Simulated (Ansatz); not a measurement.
Reaction (ligand exchange at the Hf–O bond): `CC[O][Hf]([OH])([O]CC)[O]CC` + HCl → `CC[O][Hf]([Cl])([O]CC)[O]CC` + H₂O

Isolated molecules relaxed with PBE0-D4/def2-TZVP in Ansatz; ΔE leaves out vibrations. CCSD(T)/CBS is the MP2 limit (def2-TZVPP, def2-QZVPP) plus CCSD(T) − MP2 in def2-TZVPP, frozen cores. This one scheme is used for every species. Functionals use def2-TZVPP. def2 core potentials past Kr. For Hf outer-core shells are correlated without core-valence functions, which leaves a few kJ/mol of doubt a bond. One conformer a species, not always the lowest.

| level | ΔE (kJ/mol) |
| --- | --- |
| BLYP-D4 | -49.3 |
| ωB97M-V | -51.7 |
| PBE-QIDH | -58.7 |
| BLYP | -46.5 |
| r2SCAN | -55.0 |
| r2SCAN0 | -57.1 |
| RPA@PBE/def2-TZVPP | -50.9 |
| HF/CBS(def2) | -57.0 |

What does CCSD(T)/CBS give? (Estimate.)

The calculation gave: -55.7 kJ/mol. The listed levels differ from it by 6.4, 4.0, -3.0, 9.2, 0.7, -1.4, 4.8, -1.3 kJ/mol.

Largest T1 diagnostic among the species: 0.014.

From BLYP to BHLYP (50 % exact exchange), in def2-TZVPP and without D4, ΔE moves by −5.6 kJ/mol. At CCSD(T), def2-SVP lies +14.4 kJ/mol from the extrapolated value and def2-TZVPP +1.8 kJ/mol. Leaving LDA and LC-ωPBE aside and taking each functional with its dispersion term where it has one, the values, not all of them listed here, spread over 11.6 kJ/mol, from PBE-QIDH to CAM-B3LYP-D4. LDA lies +4.8 kJ/mol from PBE without D4.
